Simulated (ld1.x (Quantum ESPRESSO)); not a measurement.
What one change does to a pseudopotential (boron, RRKJ)

- Element: B (Z = 5)
- Generator: ld1.x (Quantum ESPRESSO) 7.5
- Type: norm-conserving RRKJ (Kleinman–Bylander form)
- Functional: PBE
- Relativity: scalar-relativistic
- Frozen core: [He]
- Valence charge: 3
- Reference configuration: 2s2 2p0 (charge +1)
- Partial waves: 2p (bound, empty): rc 2.40 bohr; 2s (bound): rc 1.35 bohr
- Local potential: the s channel
- Core correction: a·sin(br)/r model core inside 1.10 bohr

Change: local potential all-electron potential smoothed inside 1.85 bohr (lloc = -1).

Cutoffs: the cutoffs (Ry, on a coarse ladder) from which the occupation-weighted sum of valence levels, in a spherical-Bessel basis at the reference potential, stays within 10 and 1 mRy of its value at 400 Ry; they do not see the model core or the augmentation charge, which bear on the density cutoff. Errors are all-electron minus pseudo energies relative to the spin-unpolarised reference configuration.

**Question.** Predict the effect on cutoff, ghosts and configuration errors.

**Answer.** The potential gets neither clearly harder nor softer (21 Ry and 55 Ry → 35 Ry and 50 Ry); of the 7 tests that both files solve, the error grows in 2 and shrinks in 1 by more than 15 % and 0.3 meV (median size 43.4 → 41.1 meV); neither file shows a bound ghost.

```csv
quantity,base,changed
"cutoff, loose",21 Ry,35 Ry
"cutoff, tight",55 Ry,50 Ry
bound ghosts,none,none
"error for 2s2 2p1, meV [ΔE -8.22 eV]",+43,+41
"error for 2s1 2p0, meV [ΔE 25.42 eV]",+18,+24
"error for 2s2 2p0.5, meV [ΔE -5.33 eV]",+18,+17
"error for 2s2 2p1.3, meV [ΔE -8.96 eV]",+52,+49
"error for 2s1 2p2, meV [ΔE -2.37 eV]",+76,+68
"error for 2s0 2p3, meV [ΔE 3.50 eV]",+105,+86
"error for 2s1 2p1, meV [ΔE 6.14 eV]",-0.4,-2.1
s: phases at 2.61 bohr within 0.05 rad from the reference energy up to (Ry; the scan ends near 5),1.3,1.5
p: phases at 2.61 bohr within 0.05 rad from the reference energy up to (Ry; the scan ends near 5),0.8,0.8
```
